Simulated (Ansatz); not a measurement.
Total energies of ClH6NSi2 (`N[SiH]([SiH3])Cl`).

| atom | x (Å) | y (Å) | z (Å) |
| --- | --- | --- | --- |
| N1 | 0.6658 | 0.7307 | -1.4889 |
| Si2 | -0.3476 | -0.3704 | -0.6704 |
| Si3 | 0.0985 | -0.2826 | 1.6212 |
| Cl4 | -2.3854 | 0.0102 | -0.8782 |
| H5 | 0.7700 | 1.6753 | -1.1543 |
| H6 | 0.7582 | 0.6885 | -2.4918 |
| H7 | -0.1383 | -1.7000 | -1.2914 |
| H8 | -0.8920 | -1.0996 | 2.3686 |
| H9 | 0.0020 | 1.1323 | 2.0750 |
| H10 | 1.4688 | -0.7844 | 1.9103 |

Charge 0, multiplicity 1. Geometry: relaxed with PBE0-D4/def2-TZVP. It is one conformer, not always the lowest. Basis def2-TZVPP, the Gaussian-basis code of Ansatz.

RPA on PBE orbitals: Hartree–Fock energy of these orbitals -1095.39555 Eh, correlation -1.14547 Eh (frozen core).

```tsv
functional	kind	energy without D4 (Eh)	D4 term (kJ/mol)
PBE	GGA	-1097.11743	-23.8
revPBE	GGA	-1097.45605	-63.6
BLYP	GGA	-1097.64316	-51.0
r2SCAN	meta-GGA	-1097.56768	-5.7
B97M-V	meta-GGA with VV10	-1097.40758	–
PBE0	global hybrid, 25 % exact exchange	-1097.22073	-20.4
B3LYP	global hybrid, 20 %	-1097.74512	-38.6
r2SCANh	meta-GGA hybrid, 10 %	-1097.56071	-6.2
HSE06 (plane-wave form)	screened hybrid	-1097.19646	-19.2
BHLYP	global hybrid, 50 %	-1097.65111	-32.1
CAM-B3LYP	range-separated hybrid	-1097.68293	-21.0
LC-ωPBE	long-range corrected hybrid	-1097.34600	–
ωB97X-V	range-separated hybrid GGA with VV10	-1097.50730	–
B2PLYP	double hybrid	-1097.26366	–
```

Problem. Give the same for LDA (SPW92), r2SCAN0, ωB97M-V, PBE-QIDH. (Estimate.)

Solution. Computed: 
```tsv
functional	kind	energy without D4 (Eh)	D4 term (kJ/mol)
LDA (SPW92)	LDA	-1093.38192	–
r2SCAN0	meta-GGA hybrid, 25 %	-1097.55123	-6.9
ωB97M-V	range-separated hybrid meta-GGA with VV10	-1097.58416	–
PBE-QIDH	double hybrid	-1096.96156	–
```

B3LYP takes the VWN-RPA correlation (the form of Gaussian; ORCA's B3LYP/G). HSE06 is the plane-wave form, built on full-range PBE exchange. The double hybrids freeze the cores in their second-order part.

LC-ωPBE has ω = 0.4 bohr⁻¹.
